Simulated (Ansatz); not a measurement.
`O[SiH](F)[SiH2]S` + `[NH2][GeH2][OH]` → `[OH][GeH2][NH][SiH](O)F` + `[SiH3]S`  (cleavage of the Si–Si bond)

Calculated with Ansatz (gas phase, PBE0-D4/def2-TZVP geometries, no zero-point term in ΔE). CBS: MP2 limit from def2 TZ/QZ plus the TZ coupled-cluster correction, frozen cores. Functionals use def2-TZVPP. B3LYP here is the variant with VWN-RPA as its local correlation; programs differ in this. For Ge outer-core shells are correlated without core-valence functions, which leaves a few kJ/mol of doubt a bond. Scalar relativity is left out up to krypton. One conformer a species, not always the lowest.

`O[SiH](F)[SiH2]S`:

```xyz
10

O     0.816   -1.712    0.810
Si   -0.043   -1.199   -0.481
F     0.918   -0.968   -1.745
Si   -0.910    0.910    0.056
S     0.761    1.928    0.964
H     1.279   -1.029    1.305
H    -0.973   -2.294   -0.834
H    -1.468    1.679   -1.087
H    -1.921    0.835    1.141
H     1.540    1.850   -0.130
```

`[NH2][GeH2][OH]`:

```xyz
8

N     0.410    0.327    1.298
Ge   -0.384    0.049   -0.315
O     0.369   -1.438   -0.941
H     1.342    0.713    1.289
H    -0.155    0.793    1.991
H    -0.140    1.147   -1.380
H    -1.884   -0.159   -0.045
H     0.441   -1.432   -1.897
```

`[OH][GeH2][NH][SiH](O)F`:

```xyz
12

O     0.091   -0.731   -1.789
Ge   -0.997   -1.060   -0.395
N    -0.762    0.387    0.681
Si    0.743    1.130    1.030
O     1.871    0.490    0.057
F     0.543    2.700    0.819
H     0.335   -1.521   -2.278
H    -2.463   -1.115   -0.849
H    -0.516   -2.375    0.242
H    -1.600    0.916    0.869
H     1.210    0.984    2.420
H     1.546    0.194   -0.806
```

`[SiH3]S`:

Cartesian coordinates in Å:
```
Si 0.135 -0.086 -0.503
S 0.093 -0.429 1.606
H -1.220 -0.190 -1.102
H 1.011 -1.152 -1.044
H 0.700 1.248 -0.829
H -0.719 0.609 1.871
```

Task: Is it downhill or uphill in electronic energy at CCSD(T)/CBS, and by how much? (Estimate.)

Result: Computed: Downhill: ΔE = -111.2 kJ/mol.

Task: What do these levels give: r2SCAN-D4, B3LYP-D4, ωB97M-V, PBE0, CCSD(T)/def2-TZVPP, MP2/CBS(def2)? (Best estimate.)

Result: The calculation gave: r2SCAN-D4 -104.7, B3LYP-D4 -106.4, ωB97M-V -114.3, PBE0 -95.2, CCSD(T)/def2-TZVPP -115.2, MP2/CBS(def2) -116.5 kJ/mol.

Largest T1 diagnostic among the species: 0.013.

In def2-TZVPP, CCSD(T) changes the Hartree–Fock value by +8.7 kJ/mol (the triples alone add +1.5 kJ/mol) and MP2 by +3.4 kJ/mol. From PBE to PBE0 (25 % exact exchange), in def2-TZVPP and without D4, ΔE moves by −10.0 kJ/mol.
